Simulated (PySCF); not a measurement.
This PySCF input asks for the NMR shieldings of `C1CP(B(C)C)CCP1`, C6H15BP2; the geometry comes from GFN2-xTB.

```python
import basis_set_exchange as bse
import numpy as np
from pyscf import gto, dft
from pyscf.prop import nmr

atoms = """
C    -2.575341   -1.616846   -0.429836
B    -1.870672   -0.207354   -0.441410
C    -2.714998    1.114384   -0.274419
P    -0.039922   -0.092153   -0.904230
C     0.794499   -1.371316    0.167461
C     2.301967   -1.098926    0.159782
P     2.653826    0.068595   -1.243284
C     2.067812    1.611156   -0.383402
C     0.589088    1.425094   -0.022717
H    -2.873899   -1.851319   -1.453668
H    -3.485523   -1.640143    0.166207
H    -1.935968   -2.435492   -0.104377
H    -3.789705    0.962129   -0.350019
H    -2.432107    1.876472   -1.000027
H    -2.525610    1.552363    0.707234
H     0.578183   -2.347802   -0.271309
H     0.385399   -1.357283    1.181849
H     2.633712   -0.643417    1.097356
H     2.874301   -2.018168    0.014628
H     4.018939    0.249394   -0.920527
H     2.201976    2.445906   -1.076142
H     2.681206    1.809323    0.499857
H     0.455959    1.299038    1.056062
H    -0.004860    2.286127   -0.334047
"""
names = dict.fromkeys(["C", "B", "P", "H"], "pcSseg-1")
basis = {el: gto.basis.parse(bse.get_basis(n, elements=[el], fmt="nwchem")) for el, n in names.items()}
mol = gto.M(atom=atoms, basis=basis, charge=0, verbose=0)
mf = dft.RKS(mol, xc="PBE0")
mf.grids.level = 2
mf.grids.alignment = dft.numint.BLKSIZE   # the property module wants whole blocks of grid points
mf.conv_tol = 1e-9
mf.kernel()

calc = nmr.RKS(mf)   # GIAO
C = mf.mo_coeff
Co = C[:, mf.mo_occ > 0]
resp = mf.gen_response(singlet=True, hermi=2)
def vind(x):   # induced exchange potential for any number of trial vectors
    d = np.einsum("pi,xij,qj->xpq", C, 2 * x.reshape(-1, C.shape[1], Co.shape[1]), Co, optimize=True)
    return np.einsum("xpq,pi,qj->xij", resp(d - d.transpose(0, 2, 1)), C, Co, optimize=True).ravel()
mo1, _ = nmr.rhf.solve_mo1(calc, with_cphf=vind)
sigma = calc.kernel(mo1)
for i, s in enumerate(sigma):   # ppm
    w = np.linalg.eigvalsh((s + s.T) / 2)
    print("%2d %-2s iso %8.1f  s11 %8.1f  s22 %8.1f  s33 %8.1f" % (i, mol.atom_pure_symbol(i), w.mean(), *w))
```

Task: What does it print?

Result: 
```
 0 C  iso    171.5  s11    151.9  s22    177.9  s33    184.5
 1 B  iso      6.9  s11    -69.1  s22    -32.5  s33    122.4
 2 C  iso    171.9  s11    153.1  s22    175.8  s33    186.9
 3 P  iso    402.8  s11    331.3  s22    403.6  s33    473.5
 4 C  iso    165.5  s11    145.6  s22    170.9  s33    180.0
 5 C  iso    168.1  s11    161.0  s22    170.2  s33    173.0
 6 P  iso    452.2  s11    427.6  s22    448.4  s33    480.5
 7 C  iso    166.5  s11    156.6  s22    168.9  s33    174.1
 8 C  iso    168.2  s11    153.7  s22    172.3  s33    178.5
 9 H  iso     30.9  s11     26.8  s22     28.9  s33     37.0
10 H  iso     30.7  s11     26.8  s22     29.0  s33     36.1
11 H  iso     30.3  s11     25.1  s22     31.8  s33     34.1
12 H  iso     30.6  s11     26.4  s22     29.0  s33     36.4
13 H  iso     30.5  s11     25.5  s22     31.4  s33     34.6
14 H  iso     31.0  s11     26.3  s22     31.2  s33     35.5
15 H  iso     29.3  s11     23.1  s22     28.6  s33     36.2
16 H  iso     29.4  s11     23.8  s22     29.1  s33     35.2
17 H  iso     29.9  s11     25.6  s22     27.8  s33     36.2
18 H  iso     29.6  s11     24.0  s22     27.4  s33     37.4
19 H  iso     28.5  s11     24.1  s22     25.6  s33     35.6
20 H  iso     29.6  s11     24.2  s22     27.5  s33     37.0
21 H  iso     29.6  s11     24.2  s22     27.9  s33     36.8
22 H  iso     29.8  s11     25.1  s22     28.9  s33     35.3
23 H  iso     29.4  s11     22.8  s22     28.9  s33     36.5
```

These numbers come from an equivalent density-fitted implementation of the same equations, which agrees with the script to about 0.01 ppm for H and up to a few tenths of a ppm for heavy atoms, so last digits may differ.

Size and cost of the density-fitted run: 242 basis functions, 110 s wall time on 1 thread of an Arm Neoverse N1, shared host.
